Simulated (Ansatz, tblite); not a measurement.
Cost and result up the ladder for B₇P₇ (14 atoms). The state is a singlet with charge 0. Geometry: PBE-D4/def2-SVP.

```csv
atom,x (Å),y (Å),z (Å)
B1,0.709,1.992,-0.349
P2,0.872,2.414,-2.084
B3,-0.148,0.142,1.868
P4,0.998,1.733,1.542
B5,-0.504,0.868,0.345
B6,-0.257,1.072,-1.406
P7,-1.258,1.748,1.947
B8,0.957,-1.785,0.556
P9,0.000,-1.768,2.203
P10,1.959,-1.806,-0.945
B11,0.122,-1.525,-1.074
P12,-0.939,-0.452,-2.409
B13,-0.709,-0.928,0.574
P14,-1.802,-1.704,-0.768
```

Ansatz on 2 threads of AMD EPYC 7R13 on a shared host and a share (18 GiB) of an NVIDIA H100 80GB HBM3; xTB runs through tblite on one thread. Times are rough, summed over both states, and most runs start from the orbitals of an earlier one. PBE0-D4/def2-TZVP serves as the yardstick here, not as an exact answer. The other state is a doublet.

The xTB rows come from tblite. LC-ωPBE has ω = 0.4 bohr⁻¹. Single mean-field runs in def2-TZVP are fitted with def2-universal-jkfit.

Raw xTB energies of ions are shifted by several eV.

```json
{"level": "GFN2-xTB", "functions": "91", "vertical IE (eV)": "11.41", "difference from PBE0-D4/def2-TZVP (eV)": "3.17"}
{"level": "GFN1-xTB", "functions": "91", "vertical IE (eV)": "12.11", "difference from PBE0-D4/def2-TZVP (eV)": "3.88"}
{"level": "PBE-D4/def2-TZVP (with forces)", "functions": "476", "vertical IE (eV)": "7.98", "difference from PBE0-D4/def2-TZVP (eV)": "-0.26"}
{"level": "PBE0-D4/def2-TZVP", "functions": "476", "vertical IE (eV)": "8.24", "difference from PBE0-D4/def2-TZVP (eV)": "0.00"}
{"level": "LC-ωPBE/def2-TZVP (with forces)", "functions": "476", "vertical IE (eV)": "8.62", "difference from PBE0-D4/def2-TZVP (eV)": "0.38"}
```

Estimate how long each takes.

GFN1-xTB 0.082 s; GFN2-xTB 0.086 s; PBE-D4/def2-TZVP (with forces) 9.9 s; PBE0-D4/def2-TZVP 10 s; LC-ωPBE/def2-TZVP (with forces) 22 s. On shared hardware such times vary by a factor of up to 3.
